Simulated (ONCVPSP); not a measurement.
silicon (Si): one change to an ONCV potential, before and after

```
Element                 : silicon
Generator               : ONCVPSP 4.0.1
Type                    : optimised norm-conserving Vanderbilt (ONCV)
Functional              : PBEsol
Relativity              : scalar-relativistic
Frozen core             : [He]
Valence charge          : 12
Reference configuration : 2s2 2p6 3s2 3p0.5 (charge +1.5)
Partial waves           : 2s+3s: rc 1.10 bohr, ncon 5, nbas 8, qcut 13.4 1/bohr, 2 projectors; 2p+3p: rc 1.05 bohr, ncon 3, nbas 6, qcut 11.4 1/bohr, 2 projectors
Local potential         : polynomial inside 0.70 bohr (lpopt 1, dvloc0 0 Ha)
Core correction         : Teter function, fcfact 2.75, rcfact 1.75
```

Change: p: rc 1.36.

Cutoffs: the cutoffs (Ha) at which the residual kinetic energy of the hardest occupied pseudo-wave falls to 1 and 0.1 mHa per electron; they do not see the model core or the augmentation charge, which bear on the density cutoff. Errors are all-electron minus pseudo energies relative to the spin-unpolarised reference configuration.

Task: What does the change do?

Result: The potential gets softer (58 Ha and 83 Ha → 48 Ha and 61 Ha); of the 4 tests that both files solve, the error grows in 1 and shrinks in 0 by more than 15 % and 0.3 meV (median size 1.1 → 1.2 meV); neither file shows a bound ghost. A larger radius leaves more room for a smooth pseudo-wave, so fewer plane waves are needed.

| quantity | base | changed |
| --- | --- | --- |
| cutoff, loose | 58 Ha | 48 Ha |
| cutoff, tight | 83 Ha | 61 Ha |
| loose cutoff by channel | s 31 Ha, p 58 Ha | s 31 Ha, p 48 Ha |
| bound ghosts | none | none |
| GHOST(+) flags under 300 eV | none | none |
| error for 2s2 2p6 3s2 3p2, meV [ΔE -14.59 eV] | +1.7 | +1.8 |
| error for 2s2 2p6 3s2 3p1, meV [ΔE -6.87 eV] | +0.5 | +0.5 |
| error for 2s2 2p6 3s2 3p0, meV [ΔE 9.09 eV] | +0.2 | -0.1 |
| error for 2s2 2p5 3s2 3p2, meV [ΔE 95.30 eV] | +969 | +1638 |
| s: phases at 1.12 bohr within 0.05 rad from the reference energy up to (Ha; the scan ends near 5) | to the end of the scan | to the end of the scan |
| rms error of d²Exc/dni dnj with the model core, mHa | 2.16 | 3.05 |
